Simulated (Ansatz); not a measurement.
`Sc1ccc(-c2ccc(-c3ccc(-c4ccc(-c5ccc(-c6ccc(S)nc6)nc5)nc4)nc3)nc2)nc1`, relaxed as a singlet with RKS PBE-D4/def2-SVP in Ansatz, starting from the GFN2-xTB geometry. Force threshold 0.03 eV/Å.

Single mean-field runs in def2-SVP are fitted with def2-universal-jkfit.

Start:

```xyz
58

S    13.391    0.114   -1.752
C    11.677    0.158   -1.358
C    11.203    0.427   -0.078
C     9.839    0.441    0.137
C     8.977    0.183   -0.932
C     7.522    0.161   -0.783
C     6.740   -0.577   -1.675
C     5.372   -0.611   -1.517
C     4.796    0.102   -0.461
C     3.353    0.114   -0.214
C     2.856    0.426    1.053
C     1.493    0.451    1.265
C     0.637    0.168    0.196
C    -0.820    0.174    0.330
C    -1.492    0.890    1.320
C    -2.869    0.829    1.386
C    -3.560    0.052    0.452
C    -5.018   -0.071    0.459
C    -5.703   -0.405   -0.712
C    -7.079   -0.499   -0.693
C    -7.757   -0.257    0.505
C    -9.215   -0.317    0.610
C   -10.072   -0.103   -0.473
C   -11.436   -0.190   -0.288
C   -11.902   -0.492    0.990
S   -13.625   -0.637    1.301
N   -11.107   -0.685    2.031
C    -9.807   -0.594    1.845
N    -7.099    0.012    1.634
C    -5.788    0.098    1.612
N    -2.919   -0.606   -0.517
C    -1.610   -0.548   -0.572
N     1.112   -0.132   -1.014
C     2.411   -0.156   -1.210
N     5.540    0.817    0.384
C     6.844    0.851    0.225
N     9.446   -0.088   -2.152
C    10.740   -0.096   -2.361
H    13.828    0.370   -0.518
H    11.889    0.616    0.736
H     9.452    0.626    1.127
H     7.229   -1.115   -2.472
H     4.760   -1.199   -2.183
H     3.554    0.641    1.848
H     1.099    0.664    2.247
H    -0.946    1.515    2.013
H    -3.404    1.398    2.130
H    -5.138   -0.583   -1.613
H    -7.622   -0.772   -1.586
H    -9.680    0.153   -1.446
H   -12.132   -0.025   -1.094
H   -13.459   -0.918    2.590
H    -9.186   -0.752    2.714
H    -5.326    0.295    2.571
H    -1.138   -1.102   -1.371
H     2.712   -0.378   -2.225
H     7.372    1.479    0.932
H    11.063   -0.317   -3.370
```

```tsv
step	energy (eV)	largest force component (eV/Å)	SCF passes
1	-61954.2494	0.919	23
2	-61954.7369	0.292	21
3	-61954.8048	0.079	21
4 (rejected)	-61954.7043	0.518	26
5	-61954.8217	0.061	20
6	-61954.8363	0.059	20
7	-61954.8463	0.157	20
8	-61954.8495	0.169	20
9	-61954.8542	0.140	20
10	-61954.8574	0.092	20
11	-61954.8595	0.074	20
12	-61954.8605	0.072	20
13	-61954.8613	0.049	20
14	-61954.8620	0.024	20
15	-61954.8623	0.025	20
16	-61954.8625	0.024	20
17	-61954.8629	0.024	20
```

Force components are those of the run's own axes.

End:

Cartesian coordinates in Å:
```
S 13.574 -0.030 -1.792
C 11.860 0.077 -1.373
C 11.364 0.557 -0.144
C 9.984 0.589 0.068
C 9.107 0.143 -0.947
C 7.634 0.143 -0.795
C 6.809 -0.294 -1.854
C 5.424 -0.296 -1.700
C 4.859 0.139 -0.478
C 3.400 0.160 -0.230
C 2.894 0.613 1.008
C 1.519 0.621 1.235
C 0.644 0.169 0.219
C -0.826 0.136 0.388
C -1.483 0.439 1.599
C -2.875 0.378 1.670
C -3.613 0.010 0.521
C -5.090 -0.083 0.514
C -5.778 -0.382 -0.682
C -7.168 -0.468 -0.681
C -7.879 -0.253 0.524
C -9.355 -0.323 0.604
C -10.191 -0.539 -0.515
C -11.574 -0.594 -0.355
C -12.101 -0.429 0.948
S -13.858 -0.497 1.179
N -11.329 -0.221 2.027
C -10.004 -0.171 1.853
N -7.223 0.026 1.675
C -5.893 0.106 1.664
N -2.988 -0.277 -0.646
C -1.659 -0.217 -0.704
N 1.124 -0.259 -0.972
C 2.440 -0.260 -1.181
N 5.646 0.561 0.539
C 6.970 0.561 0.382
N 9.592 -0.314 -2.124
C 10.906 -0.346 -2.330
H 14.046 0.461 -0.614
H 12.051 0.904 0.643
H 9.599 0.965 1.026
H 7.290 -0.626 -2.785
H 4.787 -0.637 -2.528
H 3.612 0.954 1.767
H 1.130 0.982 2.197
H -0.913 0.718 2.498
H -3.381 0.618 2.615
H -5.183 -0.545 -1.593
H -7.697 -0.706 -1.614
H -9.767 -0.661 -1.524
H -12.237 -0.759 -1.216
H -13.762 -0.281 2.522
H -9.382 0.004 2.747
H -5.427 0.330 2.641
H -1.178 -0.460 -1.666
H 2.758 -0.623 -2.175
H 7.547 0.915 1.255
H 11.245 -0.729 -3.311
```

By distances, no bond broke or formed. The bond that changes most is S26–H52, from 1.33 to 1.36 Å (atoms count from 1).

The force fell under the threshold at step 14, but the optimiser went on. No frequencies were taken in this run, so the end may be a saddle point.

It took 2.3 min on 2 threads of AMD EPYC 7R13 on a shared host and a share (18 GiB) of an NVIDIA H100 80GB HBM3, peak host memory 1.1 GiB.
